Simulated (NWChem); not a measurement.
Species: TiH4; SMILES [TiH4]

```xyz
5

Ti     0.0000     0.0000     0.0000
H     -0.0748    -1.3557     0.9976
H      0.1233     1.3879     0.9472
H     -1.3958     0.0841    -0.9399
H      1.3474    -0.1163    -1.0049
```
Atoms are numbered in this order, from 1.

Level: PBE0/def2-SVP (NWChem), optimised geometry, unscaled harmonic frequencies. 

Q: List the harmonic frequencies with IR intensities, and the thermochemistry.

A: 
```tsv
frequency (cm⁻¹)	IR intensity (km/mol)
516	189.5
517	189.4
517	189.5
600	0.0
601	0.0
1722	410.1
1722	410.2
1722	410.2
1786	0.0
```

* **zero-point energy**: 13.9 kcal/mol
* **thermal correction to the enthalpy at 298.15 K (with zero-point energy)**: 16.8 kcal/mol
* **heat capacity Cv**: 11.8 cal/(mol K)
* **entropy at 298.15 K and 1 atm (symmetry number 12)**: 53.1 cal/(mol K)
* **dipole moment**: 0.00 D

Rigid rotor and harmonic oscillator.
